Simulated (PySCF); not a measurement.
C2H5F2In. Atoms are numbered in the order given.

```xyz
10

In     0.1284     0.0999     0.2609
F     -0.2936    -1.5054     1.3022
F      1.1462     1.3077     1.4175
C     -0.4503     0.4336    -1.7801
C     -1.1211    -0.7592    -2.4421
H      0.4719     0.7391    -2.2982
H     -1.1053     1.3184    -1.7499
H     -2.0396    -1.0634    -1.9188
H     -0.4616    -1.6390    -2.4799
H     -1.4008    -0.5159    -3.4805
```

Geometry: PBE0-D3(BJ)/def2-SVP. The structure was generated by enumeration; whether it is a known compound was not checked. The def2 effective core potentials stand for the cores of In; spin–orbit coupling is left out. One conformer was computed; it need not be the lowest.

All values below come from CAM-B3LYP/def2-TZVP run with PySCF.

Isolated molecule, no solvent.

| Item | Value |
|---|---|
| total energy | -469.11284 hartree |
| highest occupied level | -9.96 eV |
| lowest empty level | -0.84 eV |
| orbital gap | 9.12 eV |
| dipole moment | 5.01 D |
| quadrupole, principal values (traceless, Buckingham form, about the centre of nuclear charge) | -8.81, -2.30, 11.11 D·Å |
| mean static polarisability | 55.7 bohr³ (8.26 Å³) |
| polarisability, principal values | 42.9, 52.5, 71.8 bohr³ |
